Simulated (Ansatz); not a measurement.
BBr₃, charge -1, doublet, geometry from GFN2-xTB (a state made from the parent by changing its charge; the spin is typed, not shown lowest) (a gas-phase anion, which may not be bound at this level); B3LYP/cc-pVDZ run with Ansatz (a program for electronic structure).

Input for Ansatz:
Ansatz 0.2 input:
```yaml
crystal:
  periodic: [false, false, false]
  atoms:
    - {symbol: B, position_ang: [0.02149908, -0.02457271, -0.04758981]}
    - {symbol: Br, position_ang: [-1.60547699, -1.16290569, -0.12149488]}
    - {symbol: Br, position_ang: [0.01555139, 1.76890099, -0.90300304]}
    - {symbol: Br, position_ang: [1.58685430, -0.60248491, 1.03129646]}
basis:
  gaussian:
    orbitals: cc-pVDZ
hamiltonian:
  xc: b3lyp
total_charge: -1
magnetization: {spin_polarized: true, initial_magnetization: 1}
```

**Question.** Write the output that Ansatz gives for this input, abridged.

**Answer.** 
```
Functional definition: B3LYP
1078 factors; integrals over basis functions are off by at most 8.8e-4 eV
mean field evaluation 1: about -210818.0690 eV, gradient 6.3e0 eV
mean field evaluation 2: about -210818.2431 eV, gradient 3.9e0 eV
mean field evaluation 4: about -210818.3186 eV, gradient 3.3e-1 eV
mean field evaluation 8: about -210818.3404 eV, gradient 2.4e-2 eV
mean field evaluation 16: about -210818.3404 eV, gradient 4.9e-5 eV
mean field -210818.34042159 eV, -7747.4311126900 hartree, gradient 4.8e-5 eV, S^2 0.755299; 0 other end points of the search recorded, 0 dependent functions left out
reference -210818.34062983 eV, -7747.4311203426 hartree; 56, 55 occupied and 39, 40 virtual orbitals, 1078 factors
Total energy: -210818.34062983 eV, -7747.4311203426 hartree
```
